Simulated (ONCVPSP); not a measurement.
# cobalt, ONCV: configuration errors across variants

ONCVPSP 4.0.1 input, shortened (lines: element, Z, core and valence counts, functional; n l f; lmax; l rc ep ncon nbas qcut; lloc lpopt rc5 dvloc0; l nproj debl; icmod fcfact rcfact), PBEsol, scalar-relativistic:

```
  Co 27.00    5    2  -116133      upf
    1    0    2.00
    2    0    2.00
    2    1    6.00
    3    0    2.00
    3    1    6.00
    3    2    7.00
    4    0    2.00
    3
    0    2.35    0.00    4    8    3.30
    1    1.90    0.43    5    9    4.80
    2    1.25    0.00    3    7   12.90
    3    2.15    0.29    3    8    5.20
    4    5    1.20    0.00
    0    2    3.80
    1    1    2.40
    2    2    3.60
    3    1    1.00
    0    0.00    0.00
```

All-electron excitation energies from the reference (eV): (1) 3d7 4s1 9.046; (2) 3d7 4s0 25.744; (3) 3d6 4s0 61.581; (4) 3d7.5 4s1.5 -0.965.

1 further variants failed, have other tests or too few solved ones, and are left out.

A true bound ghost makes a file unfit for plane-wave use even where its test errors are small: the radial tests pick states by their node count and pass the ghost by.

Errors AE − PS in meV (a dash: test not solved or not reliable):

| change | (1) | (2) | (3) | (4) | bound ghosts | GHOST(+) flags above zero |
| --- | --- | --- | --- | --- | --- | --- |
| base | -5.0 | +1.6 | +84 | -24 | none | s, p |
| all radii scaled by about 0.86 (s 2.02, p 1.64, d 1.08, f 1.84 bohr); local potential polynomial inside 1.02 bohr (lpopt 5, dvloc0 0 Ha) | -7.9 | -1.1 | +107 | -28 | s | p |
| all radii scaled by about 0.95 (s 2.24, p 1.80, d 1.18, f 2.04 bohr); local potential polynomial inside 1.14 bohr (lpopt 5, dvloc0 0 Ha) | -5.0 | +1.7 | – | -26 | none | s, p |
| all radii scaled by about 1.09 (s 2.56, p 2.08, d 1.36, f 2.34 bohr); local potential polynomial inside 1.32 bohr (lpopt 5, dvloc0 0 Ha) | -5.1 | -2.1 | +43 | -20 | none | s, p |
| all radii scaled by about 1.25 (s 2.94, p 2.38, d 1.56, f 2.68 bohr); local potential polynomial inside 1.50 bohr (lpopt 5, dvloc0 0 Ha) | -5.9 | -19 | -72 | -8.5 | none | s |
| all radii scaled by about 1.30 (s 3.06, p 2.48, d 1.62, f 2.80 bohr); local potential polynomial inside 1.56 bohr (lpopt 5, dvloc0 0 Ha) | -6.1 | -27 | -119 | -3.1 | none | s |

(1) Give the same row for: all radii scaled by about 1.17 (s 2.74, p 2.22, d 1.46, f 2.52 bohr); local potential polynomial inside 1.40 bohr (lpopt 5, dvloc0 0 Ha).

Answers

(1) -5.4, -8.5, -8.8, -15; bound ghosts: none; GHOST(+) flags above zero: s.
